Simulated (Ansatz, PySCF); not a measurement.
Si(AsH2)(F)3 (AsF3H2Si), SMILES F[Si](F)([AsH2])F. Atoms are numbered in the order given.

```xyz
7

F     -1.5597    -0.9572     0.9773
Si    -0.8259    -0.1275    -0.1905
F     -1.6081     1.2701    -0.3512
F     -1.0558    -0.9475    -1.5567
As     1.4207     0.2536     0.3665
H      1.7102     0.6854    -1.0723
H      1.7522    -1.2074     0.0569
```

The structure is a stationary point at B3LYP-D3(BJ)/def2-SVP.

Two levels are set side by side: PBE-D3(BJ)/def2-SVP (Ansatz, a quantum-chemistry and plane-wave program) and B3LYP-D3(BJ)/def2-SVP (Ansatz). Each level has its own optimised geometry; the coordinates shown are those of the second. Frequencies come from the Hessian of PySCF at each geometry. Differences are taken from unrounded values.

```csv
quantity,B3LYP-D3(BJ)
mean bond length (Å),1.706
bond F1–Si2 (Å),1.610
bond Si2–F3 (Å),1.610
bond Si2–F4 (Å),1.610
bond Si2–As5 (Å),2.346
bond As5–H6 (Å),1.530
bond As5–H7 (Å),1.530
highest harmonic wavenumber (cm⁻¹),2194
mean harmonic wavenumber (cm⁻¹),740
zero-point energy (kcal/mol),15.86
```

What does PBE-D3(BJ) give, and how far is it from B3LYP-D3(BJ)? (An estimate is asked for; the answer gives what the named calculation found.)


```json
[
 {"quantity": "mean bond length (Å)", "PBE-D3(BJ)": "1.716", "PBE-D3(BJ) minus B3LYP-D3(BJ)": "0.011"},
 {"quantity": "bond F1–Si2 (Å)", "PBE-D3(BJ)": "1.622", "PBE-D3(BJ) minus B3LYP-D3(BJ)": "0.012"},
 {"quantity": "bond Si2–F3 (Å)", "PBE-D3(BJ)": "1.622", "PBE-D3(BJ) minus B3LYP-D3(BJ)": "0.012"},
 {"quantity": "bond Si2–F4 (Å)", "PBE-D3(BJ)": "1.623", "PBE-D3(BJ) minus B3LYP-D3(BJ)": "0.013"},
 {"quantity": "bond Si2–As5 (Å)", "PBE-D3(BJ)": "2.349", "PBE-D3(BJ) minus B3LYP-D3(BJ)": "0.004"},
 {"quantity": "bond As5–H6 (Å)", "PBE-D3(BJ)": "1.541", "PBE-D3(BJ) minus B3LYP-D3(BJ)": "0.011"},
 {"quantity": "bond As5–H7 (Å)", "PBE-D3(BJ)": "1.541", "PBE-D3(BJ) minus B3LYP-D3(BJ)": "0.011"},
 {"quantity": "highest harmonic wavenumber (cm⁻¹)", "PBE-D3(BJ)": "2145", "PBE-D3(BJ) minus B3LYP-D3(BJ)": "-49"},
 {"quantity": "mean harmonic wavenumber (cm⁻¹)", "PBE-D3(BJ)": "717", "PBE-D3(BJ) minus B3LYP-D3(BJ)": "-23"},
 {"quantity": "zero-point energy (kcal/mol)", "PBE-D3(BJ)": "15.38", "PBE-D3(BJ) minus B3LYP-D3(BJ)": "-0.48"}
]
```

Exact exchange shortens and stiffens bonds; PBE has none. Differences between two approximate levels are no errors against the true value.
